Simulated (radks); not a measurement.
Numerical settings for neutral krypton, [Kr]. Calculated with a radial shooting solver on a logarithmic mesh with Libxc functionals: scalar-relativistic Kohn-Sham, SCAN, spin-polarised, spherical densities, finite nucleus; meta-GGA in the generalised Kohn-Sham scheme; Fermi nuclear charge, rms radius 4.1884 fm. The defaults (mesh step 0.008 in ln r, mesh end at 40 bohr or more with all orbitals vanishing there, Anderson mixing 0.5 over 9 steps, residual threshold near 1e-9 with the energy settled to 1e-9 hartree or 1e-11 of itself, here a cap of 61 iterations) give E = -2790.968 hartree and 4p at -9.655 eV in 15 iterations. Run on one thread of a shared host, so times are rough (Arm Neoverse N1): 0.25 s of CPU time, 0.25 s wall, 15 iterations on 2381 mesh points. Changes against that run (0 stands for a change within the tolerance of the run):

setting                    iterations  converged  E (mhartree)  e(4p) (meV)  CPU (s)
mesh step in ln r 0.005            19        yes        -0.294      -0.0164     0.46
mesh step in ln r 0.003            22        yes        -0.307       -0.018     0.85
mesh step in ln r 0.08             12        yes          +372        -74.9     0.04
mesh end (bohr) 12                 15        yes      -0.00922      +0.0271     0.24
mesh end (bohr) 400                16        yes        -0.257      -0.0257     0.26
residual threshold 1e-13           61         no             0     -0.00896     0.64
residual threshold 1e-16           61         no             0     -0.00896     0.62
mixing 1                           16        yes             0      -0.0073     0.26
linear mixing, mixing 0.8          29         no      diverged            -     0.48
linear mixing, mixing 0.2          61         no             0      -0.0116     0.82
mixing history 2                   23        yes             0     -0.00962     0.34
iteration cap 5                     5         no        +0.163        +54.1     0.09

Settings that end as converged yet miss the energy by more than 1 mhartree: mesh step in ln r 0.08 (+0.372 hartree). A mesh that ends early acts as a hard wall.
